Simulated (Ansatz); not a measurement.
```yaml
crystal:
  periodic: [false, false, false]
  atoms:
    - {symbol: O, position_ang: [0.093623, 1.311334, -0.880381]}
    - {symbol: Sn, position_ang: [0.037731, -0.096961, 0.449959]}
    - {symbol: Cl, position_ang: [1.666632, -1.651217, -0.067932]}
    - {symbol: Cl, position_ang: [-1.980782, -1.203099, 0.251455]}
    - {symbol: H, position_ang: [-0.030686, 0.998437, -1.780751]}
    - {symbol: H, position_ang: [0.255682, 0.577505, 1.981549]}
basis:
  gaussian: {orbitals: def2-TZVPP, fitting: {mean_field: cc-pVTZ-jkfit}}
magnetization: {spin_polarized: true, initial_magnetization: 0}
hamiltonian: {xc: {name: TPSS}}
output: {forces: true}
```

```sh
$ ansatz run in.yaml --threads 2 --pin off --events-out ev --progress --plain --max-ram 32768MiB --backend cpu
```

**Question.** How does Ansatz answer? (Best estimate.)

**Answer.** The calculation gave: The program refused the input.
```
Error: YAML parse error: error: line 13 column 19: hamiltonian.xc: no functional is named "TPSS"; the names, which are not case-sensitive, are SVWN5, SPW92, PBE, PBE0, PBEsol, revPBE, revPBE0, RPBE, rPW86-PBE, HSE06, wPBEh, LC-wPBE, HISS, HF, BLYP, B3LYP, B3LYP5, BHLYP, CAM-B3LYP, r2SCAN, r2SCANh, r2SCAN0, r2SCAN50, m-r2SCAN, B97, wB97, wB97X, wB97X-V, B97M-V, wB97M-V, B2PLYP, B2GP-PLYP, PBE0-DH, PBE-QIDH
11 |   gaussian: {orbitals: def2-TZVPP, fitting: {mean_field: cc-pVTZ-jkfit}}
12 | magnetization: {spin_polarized: true, initial_magnetization: 0}
13 | hamiltonian: {xc: {name: TPSS}}
14 | output: {forces: true}
```

HSE06 is defined as in plane-wave codes.
